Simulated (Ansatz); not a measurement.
Basis-set extrapolation for C3N3Si (`N#C[Si](C#N)C#N`) radical (PBE0-D4/def2-TZVP geometry, frozen core, the Gaussian-basis code of Ansatz). Multiplicity 2, UHF reference.

```tsv
	def2-TZVPP	def2-QZVPP
HF	-565.960099	-565.979055
MP2 correlation	-1.055033	-1.127073
CCSD(T) correlation	-1.140801	not run
```

Energies in hartree. Use E(X) = E(∞) + A·exp(−7.88·√X) for Hartree–Fock and E(X) = E(∞) + B·X^(−2.97) for correlation, with X = 3 and 4, and add CCSD(T) minus MP2 of the smaller set to the MP2 limit.

Q: What is the CCSD(T) energy at the basis-set limit?

A: HF limit: -565.979055 + (-0.018956) × 0.13774 = -565.98167. MP2 limit: -1.127073 + (-0.072040) × 0.74074 = -1.18044. Higher-order term: -1.140801 − (-1.055033) = -0.08577. Total: -567.24788 hartree, 4.00 eV below CCSD(T)/def2-TZVPP.

The UHF reference is spin-contaminated (⟨S²⟩ = 0.99, T1 = 0.034).
